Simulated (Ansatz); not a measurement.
Species: CH3Cl2Si, charge 0, multiplicity 2. It need not be the lowest isomer of its formula. 
Geometry from a B3LYP-D3(BJ)/def2-TZVP (Ansatz, a program for electronic structure) optimisation:
```xyz
7

C     -1.8715    -0.7602    -0.3319
Si    -0.0314    -0.4258    -0.4281
Cl     0.2635     1.5712    -0.9004
Cl     0.8173    -0.8072     1.4245
H     -2.0498    -1.8023    -0.0659
H     -2.3131    -0.1161     0.4321
H     -2.3419    -0.5477    -1.2923
```
Charge 0, spin multiplicity 2.

Property: vertical ionisation energy (to the singlet state of charge +1; each state is the SCF solution reached for its spin), in eV. Correlated levels leave the core frozen unless marked. UHF or UKS for open shells. No spin-orbit coupling. No relativistic terms. Basis-set limits of correlation are two-point, X^-3; Hartree-Fock from the larger set. The bracket is a focal-point correction in the basis named.

```json
[
 {"level": "r2SCAN/def2-TZVPD", "program": "Ansatz", "vertical ionisation energy (eV)": "___"},
 {"level": "B3LYP/def2-TZVPD", "program": "Ansatz", "vertical ionisation energy (eV)": "___"},
 {"level": "BHLYP/def2-TZVPD", "program": "Ansatz", "vertical ionisation energy (eV)": "___"},
 {"level": "wB97M-V/def2-TZVPD", "program": "Ansatz", "vertical ionisation energy (eV)": "8.40"},
 {"level": "wB97X-V/def2-TZVPD", "program": "Ansatz", "vertical ionisation energy (eV)": "8.57"},
 {"level": "B2PLYP/def2-TZVPD", "program": "Ansatz", "vertical ionisation energy (eV)": "___"},
 {"level": "SCS-MP2/aug-cc-pV(T+d)Z", "program": "Ansatz", "vertical ionisation energy (eV)": "8.43"},
 {"level": "RI-MP2/CBS(aug-cc-pV(T+d)Z,aug-cc-pV(Q+d)Z)+[CCSD(T)-MP2]/aug-cc-pV(T+d)Z", "program": "Ansatz", "vertical ionisation energy (eV)": "8.55"}
]
```

Question: What belongs in the gaps?

Answer: 
- r2SCAN/def2-TZVPD, vertical ionisation energy (eV): 8.56
- B3LYP/def2-TZVPD, vertical ionisation energy (eV): 8.51
- BHLYP/def2-TZVPD, vertical ionisation energy (eV): 8.63
- B2PLYP/def2-TZVPD, vertical ionisation energy (eV): 8.45
